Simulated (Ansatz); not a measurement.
Ansatz (a quantum-chemistry and plane-wave program) input (B3LYP-D3(BJ)/def2-TZVP):

Ansatz 0.2 input:
```yaml
crystal:
  periodic: [false, false, false]
  atoms:
    - {symbol: Si, position_ang: [-1.39887271, -0.16414786, 0.47656893]}
    - {symbol: Ge, position_ang: [0.71829352, 0.06818890, -0.28933928]}
    - {symbol: H, position_ang: [-2.04104576, 0.15862180, 1.79913044]}
    - {symbol: H, position_ang: [-2.52328256, -0.73141747, -0.34729843]}
    - {symbol: H, position_ang: [1.16315373, 0.68882081, 1.13506005]}
basis:
  gaussian:
    orbitals: def2-TZVP
hamiltonian:
  xc: b3lyp
  dispersion: d3bj
total_charge: -1
phonons: {temperatures: {t_min: 298.15, t_max: 298.15, t_step: 100}}
```

Output:

```
Functional definition: B3LYP
integrals: 0.03 GiB planned
782 factors; their error is unknown
mean field: 0.31 GiB planned
mean field evaluation 1: about -64446.0936 eV, gradient 2.1e1 eV
mean field evaluation 2: about -64446.1583 eV, gradient 2.3e1 eV
mean field evaluation 4: about -64446.5471 eV, gradient 1.2e0 eV
mean field evaluation 8: about -64446.7945 eV, gradient 1.8e-2 eV
mean field evaluation 16: about -64446.7945 eV, gradient 1.4e-5 eV
mean field -64446.79454113 eV, -2368.3760157801 hartree, gradient 1.4e-5 eV, S^2 0.000000; 0 other end points of the search recorded, 0 dependent functions left out
the calculation of the forces begins
reference -64446.79476849 eV, -2368.3760241357 hartree; 25, 25 occupied and 78, 78 virtual orbitals, 782 factors
these checks for a lower state are left out or cut short: stability, starts, cluster_reference, orbital_swaps, neighbouring_geometries, increment
integrals: 0.03 GiB planned
782 factors; their error is unknown
mean field: 0.31 GiB planned
mean field -64446.79446785 eV, -2368.3760130873 hartree, gradient 2.0e-6 eV, S^2 0.000000; 0 other end points of the search recorded, 0 dependent functions left out
the calculation of the forces begins
reference -64446.79469529 eV, -2368.3760214456 hartree; 25, 25 occupied and 78, 78 virtual orbitals, 782 factors
these checks for a lower state are left out or cut short: stability, starts, cluster_reference, orbital_swaps, neighbouring_geometries, increment
integrals: 0.03 GiB planned
782 factors; their error is unknown
mean field: 0.31 GiB planned
mean field -64446.79447163 eV, -2368.3760132261 hartree, gradient 1.9e-6 eV, S^2 0.000000; 0 other end points of the search recorded, 0 dependent functions left out
the calculation of the forces begins
reference -64446.79469892 eV, -2368.3760215789 hartree; 25, 25 occupied and 78, 78 virtual orbitals, 782 factors
these checks for a lower state are left out or cut short: stability, starts, cluster_reference, orbital_swaps, neighbouring_geometries, increment
integrals: 0.03 GiB planned
782 factors; their error is unknown
mean field: 0.31 GiB planned
mean field evaluation 32: about -64446.7945 eV, gradient 1.0e-1 eV
mean field -64446.79447686 eV, -2368.3760134183 hartree, gradient 9.5e-7 eV, S^2 0.000000; 0 other end points of the search recorded, 0 dependent functions left out
the calculation of the forces begins
reference -64446.79470410 eV, -2368.3760217694 hartree; 25, 25 occupied and 78, 78 virtual orbitals, 782 factors
these checks for a lower state are left out or cut short: stability, starts, cluster_reference, orbital_swaps, neighbouring_geometries, increment
integrals: 0.03 GiB planned
782 factors; their error is unknown
mean field: 0.31 GiB planned
mean field -64446.79452028 eV, -2368.3760150139 hartree, gradient 2.5e-6 eV, S^2 0.000000; 0 other end points of the search recorded, 0 dependent functions left out
the calculation of the forces begins
reference -64446.79474777 eV, -2368.3760233740 hartree; 25, 25 occupied and 78, 78 virtual orbitals, 782 factors
these checks for a lower state are left out or cut short: stability, starts, cluster_reference, orbital_swaps, neighbouring_geometries, increment
integrals: 0.03 GiB planned
782 factors; their error is unknown
mean field: 0.31 GiB planned
mean field -64446.79449940 eV, -2368.3760142467 hartree, gradient 1.4e-6 eV, S^2 0.000000; 0 other end points of the search recorded, 0 dependent functions left out
the calculation of the forces begins
reference -64446.79472671 eV, -2368.3760226001 hartree; 25, 25 occupied and 78, 78 virtual orbitals, 782 factors
these checks for a lower state are left out or cut short: stability, starts, cluster_reference, orbital_swaps, neighbouring_geometries, increment
integrals: 0.03 GiB planned
782 factors; their error is unknown
mean field: 0.31 GiB planned
mean field -64446.79450022 eV, -2368.3760142770 hartree, gradient 1.5e-6 eV, S^2 0.000000; 0 other end points of the search recorded, 0 dependent functions left out
the calculation of the forces begins
reference -64446.79472765 eV, -2368.3760226346 hartree; 25, 25 occupied and 78, 78 virtual orbitals, 782 factors
these checks for a lower state are left out or cut short: stability, starts, cluster_reference, orbital_swaps, neighbouring_geometries, increment
integrals: 0.03 GiB planned
782 factors; their error is unknown
mean field: 0.31 GiB planned
mean field -64446.79455824 eV, -2368.3760164090 hartree, gradient 1.9e-6 eV, S^2 0.000000; 0 other end points of the search recorded, 0 dependent functions left out
the calculation of the forces begins
reference -64446.79478566 eV, -2368.3760247665 hartree; 25, 25 occupied and 78, 78 virtual orbitals, 782 factors
these checks for a lower state are left out or cut short: stability, starts, cluster_reference, orbital_swaps, neighbouring_geometries, increment
integrals: 0.03 GiB planned
782 factors; their error is unknown
mean field: 0.31 GiB planned
mean field evaluation 64: about -64446.7945 eV, gradient 8.9e-2 eV
mean field -64446.79448016 eV, -2368.3760135398 hartree, gradient 2.0e-6 eV, S^2 0.000000; 0 other end points of the search recorded, 0 dependent functions left out
the calculation of the forces begins
reference -64446.79470748 eV, -2368.3760218934 hartree; 25, 25 occupied and 78, 78 virtual orbitals, 782 factors
these checks for a lower state are left out or cut short: stability, starts, cluster_reference, orbital_swaps, neighbouring_geometries, increment
integrals: 0.03 GiB planned
782 factors; their error is unknown
mean field: 0.31 GiB planned
mean field -64446.79451065 eV, -2368.3760146603 hartree, gradient 2.2e-6 eV, S^2 0.000000; 0 other end points of the search recorded, 0 dependent functions left out
the calculation of the forces begins
reference -64446.79473799 eV, -2368.3760230146 hartree; 25, 25 occupied and 78, 78 virtual orbitals, 782 factors
these checks for a lower state are left out or cut short: stability, starts, cluster_reference, orbital_swaps, neighbouring_geometries, increment
integrals: 0.03 GiB planned
782 factors; their error is unknown
mean field: 0.31 GiB planned
mean field -64446.79448993 eV, -2368.3760138985 hartree, gradient 1.8e-6 eV, S^2 0.000000; 0 other end points of the search recorded, 0 dependent functions left out
the calculation of the forces begins
reference -64446.79471733 eV, -2368.3760222553 hartree; 25, 25 occupied and 78, 78 virtual orbitals, 782 factors
these checks for a lower state are left out or cut short: stability, starts, cluster_reference, orbital_swaps, neighbouring_geometries, increment
integrals: 0.03 GiB planned
782 factors; their error is unknown
mean field: 0.31 GiB planned
mean field -64446.79451826 eV, -2368.3760149396 hartree, gradient 1.6e-6 eV, S^2 0.000000; 0 other end points of the search recorded, 0 dependent functions left out
the calculation of the forces begins
reference -64446.79474565 eV, -2368.3760232961 hartree; 25, 25 occupied and 78, 78 virtual orbitals, 782 factors
these checks for a lower state are left out or cut short: stability, starts, cluster_reference, orbital_swaps, neighbouring_geometries, increment
integrals: 0.03 GiB planned
782 factors; their error is unknown
mean field: 0.31 GiB planned
mean field -64446.79454966 eV, -2368.3760160936 hartree, gradient 1.2e-6 eV, S^2 0.000000; 0 other end points of the search recorded, 0 dependent functions left out
the calculation of the forces begins
reference -64446.79477700 eV, -2368.3760244482 hartree; 25, 25 occupied and 78, 78 virtual orbitals, 782 factors
these checks for a lower state are left out or cut short: stability, starts, cluster_reference, orbital_swaps, neighbouring_geometries, increment
integrals: 0.03 GiB planned
782 factors; their error is unknown
mean field: 0.31 GiB planned
mean field evaluation 96: about -64446.7945 eV, gradient 5.2e-2 eV
mean field -64446.79451630 eV, -2368.3760148678 hartree, gradient 1.8e-6 eV, S^2 0.000000; 0 other end points of the search recorded, 0 dependent functions left out
the calculation of the forces begins
reference -64446.79474366 eV, -2368.3760232230 hartree; 25, 25 occupied and 78, 78 virtual orbitals, 782 factors
these checks for a lower state are left out or cut short: stability, starts, cluster_reference, orbital_swaps, neighbouring_geometries, increment
integrals: 0.03 GiB planned
782 factors; their error is unknown
mean field: 0.31 GiB planned
mean field -64446.79451697 eV, -2368.3760148922 hartree, gradient 1.9e-6 eV, S^2 0.000000; 0 other end points of the search recorded, 0 dependent functions left out
the calculation of the forces begins
reference -64446.79474434 eV, -2368.3760232482 hartree; 25, 25 occupied and 78, 78 virtual orbitals, 782 factors
these checks for a lower state are left out or cut short: stability, starts, cluster_reference, orbital_swaps, neighbouring_geometries, increment
integrals: 0.03 GiB planned
782 factors; their error is unknown
mean field: 0.31 GiB planned
mean field -64446.79451001 eV, -2368.3760146367 hartree, gradient 2.4e-6 eV, S^2 0.000000; 0 other end points of the search recorded, 0 dependent functions left out
the calculation of the forces begins
reference -64446.79473741 eV, -2368.3760229933 hartree; 25, 25 occupied and 78, 78 virtual orbitals, 782 factors
these checks for a lower state are left out or cut short: stability, starts, cluster_reference, orbital_swaps, neighbouring_geometries, increment
integrals: 0.03 GiB planned
782 factors; their error is unknown
mean field: 0.31 GiB planned
mean field -64446.79454010 eV, -2368.3760157423 hartree, gradient 1.2e-6 eV, S^2 0.000000; 0 other end points of the search recorded, 0 dependent functions left out
the calculation of the forces begins
reference -64446.79476743 eV, -2368.3760240967 hartree; 25, 25 occupied and 78, 78 virtual orbitals, 782 factors
these checks for a lower state are left out or cut short: stability, starts, cluster_reference, orbital_swaps, neighbouring_geometries, increment
integrals: 0.03 GiB planned
782 factors; their error is unknown
mean field: 0.31 GiB planned
mean field -64446.79450045 eV, -2368.3760142853 hartree, gradient 2.5e-6 eV, S^2 0.000000; 0 other end points of the search recorded, 0 dependent functions left out
the calculation of the forces begins
reference -64446.79472784 eV, -2368.3760226418 hartree; 25, 25 occupied and 78, 78 virtual orbitals, 782 factors
these checks for a lower state are left out or cut short: stability, starts, cluster_reference, orbital_swaps, neighbouring_geometries, increment
integrals: 0.03 GiB planned
782 factors; their error is unknown
mean field: 0.31 GiB planned
mean field evaluation 128: about -64446.5537 eV, gradient 1.2e-1 eV
mean field -64446.79451592 eV, -2368.3760148537 hartree, gradient 2.2e-6 eV, S^2 0.000000; 0 other end points of the search recorded, 0 dependent functions left out
the calculation of the forces begins
reference -64446.79474326 eV, -2368.3760232084 hartree; 25, 25 occupied and 78, 78 virtual orbitals, 782 factors
these checks for a lower state are left out or cut short: stability, starts, cluster_reference, orbital_swaps, neighbouring_geometries, increment
integrals: 0.03 GiB planned
782 factors; their error is unknown
mean field: 0.31 GiB planned
mean field -64446.79455029 eV, -2368.3760161169 hartree, gradient 1.7e-6 eV, S^2 0.000000; 0 other end points of the search recorded, 0 dependent functions left out
the calculation of the forces begins
reference -64446.79477767 eV, -2368.3760244730 hartree; 25, 25 occupied and 78, 78 virtual orbitals, 782 factors
these checks for a lower state are left out or cut short: stability, starts, cluster_reference, orbital_swaps, neighbouring_geometries, increment
integrals: 0.03 GiB planned
782 factors; their error is unknown
mean field: 0.31 GiB planned
mean field -64446.79452348 eV, -2368.3760151316 hartree, gradient 1.0e-6 eV, S^2 0.000000; 0 other end points of the search recorded, 0 dependent functions left out
the calculation of the forces begins
reference -64446.79475083 eV, -2368.3760234866 hartree; 25, 25 occupied and 78, 78 virtual orbitals, 782 factors
Total energy: -64446.99182839 eV, -2368.3832659535 hartree
Atom 0 at    -1.398873    -0.164148     0.476569 Å, force     0.000540     0.000130    -0.000000 eV/Å
Atom 1 at     0.718294     0.068189    -0.289339 Å, force    -0.000825    -0.000082     0.000322 eV/Å
Atom 2 at    -2.041046     0.158622     1.799130 Å, force    -0.000144    -0.000128    -0.000260 eV/Å
Atom 3 at    -2.523283    -0.731417    -0.347298 Å, force     0.000078     0.000027     0.000022 eV/Å
Atom 4 at     1.163154     0.688821     1.135060 Å, force     0.000351     0.000054    -0.000084 eV/Å
Dipole moment:     0.261434     0.003981    -0.163081 e Å
Vibrations: 295.81 364.78 406.65 577.80 635.26 958.18 1771.46 2072.65 2084.07 cm⁻¹, zero-point energy 0.568261 eV
```

It need not be the lowest isomer of its formula. Whether it binds its extra electron was not tested at this geometry.
